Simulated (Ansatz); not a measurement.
Geometry optimisation, Ansatz 0.2.0, RKS B3LYP-D4/6-31G*.

Input file:

```yaml
crystal:
  periodic: [false, false, false]
  atoms:
    - { symbol: Si, position_ang: [0.027197, -0.637057, -0.157915] }
    - { symbol: Si, position_ang: [0.338945, 0.430065, 3.095543] }
    - { symbol: H, position_ang: [-1.084108, 0.534624, 2.686403] }
    - { symbol: H, position_ang: [0.511079, -0.723377, 4.016417] }
    - { symbol: H, position_ang: [0.702133, 1.687221, 3.812628] }
    - { symbol: Si, position_ang: [2.180734, -0.144022, -0.969764] }
    - { symbol: H, position_ang: [3.04129, -1.360719, -0.976196] }
    - { symbol: H, position_ang: [2.003051, 0.316831, -2.377586] }
    - { symbol: H, position_ang: [2.868024, 0.931852, -0.202753] }
    - { symbol: Si, position_ang: [-1.26658, 1.33135, -0.119791] }
    - { symbol: H, position_ang: [-2.638321, 1.106218, 0.412555] }
    - { symbol: H, position_ang: [-0.62072, 2.438625, 0.635609] }
    - { symbol: H, position_ang: [-1.375612, 1.746445, -1.549058] }
    - { symbol: Si, position_ang: [-1.014103, -2.109374, -1.681319] }
    - { symbol: H, position_ang: [-2.291779, -2.634388, -1.11954] }
    - { symbol: H, position_ang: [-1.317768, -1.379376, -2.946651] }
    - { symbol: H, position_ang: [-0.128614, -3.263562, -2.005111] }
    - { symbol: F, position_ang: [0.114869, -1.452957, 1.235451] }
    - { symbol: H, position_ang: [1.205384, 0.259102, 1.925577] }
basis:
  gaussian: { orbitals: "6-31G*" }
hamiltonian:
  xc: b3lyp
  dispersion: d4
relax:
  f_tol: 0.03
  max_steps: 50
```

Run as:

```bash
$ ansatz run input.yaml --threads 4 --pin off --max-ram 5120MiB --backend cpu --events-out ev --progress --plain --runs-dir out
```

**Question.** Where does it end, and by what steps?

**Answer.** The forces met the threshold. The force dipped under the threshold on the way, but the program's further checks kept it going. After 13 steps the energy has fallen by 0.325 eV; H19 moved furthest, 0.82 Å.

```
step  energy less start (eV)  largest force component (eV/Å)  accepted
   0                  0.0000                           1.207       yes
   1                 -0.1814                           0.364       yes
   2                 -0.2450                           0.473       yes
   3                 -0.2931                           0.455       yes
   4                 -0.3160                           0.176       yes
   5                 -0.3191                           0.050       yes
   6                 -0.3008                           0.190        no
   7                 -0.3218                           0.029       yes
   8                 -0.3232                           0.051       yes
   9                 -0.3239                           0.028       yes
  10                 -0.3245                           0.079       yes
  11                 -0.3249                           0.074       yes
  12                 -0.3251                           0.054       yes
  13                 -0.3253                           0.012       yes
```

```xyz
19
Properties=species:S:1:pos:R:3
Si -0.052 -0.686 -0.378
Si 0.472 0.590 3.501
H -0.946 0.663 3.067
H 0.786 -0.770 4.001
H 0.693 1.578 4.591
Si 2.143 -0.206 -1.074
H 2.983 -1.435 -1.103
H 2.067 0.350 -2.454
H 2.790 0.801 -0.191
Si -1.329 1.291 -0.301
H -2.657 1.054 0.326
H -0.632 2.382 0.430
H -1.540 1.730 -1.710
Si -1.057 -2.213 -1.861
H -2.445 -2.543 -1.438
H -1.109 -1.586 -3.211
H -0.270 -3.473 -1.953
F -0.004 -1.383 1.110
H 1.359 0.933 2.360
```

Whether the end is a true minimum wasn't checked by a vibrational analysis.

Time of the run: 35 s on 4 threads of Intel(R) Xeon(R) 6975P-C (Granite Rapids), on a shared host, peak memory 0.43 GiB.
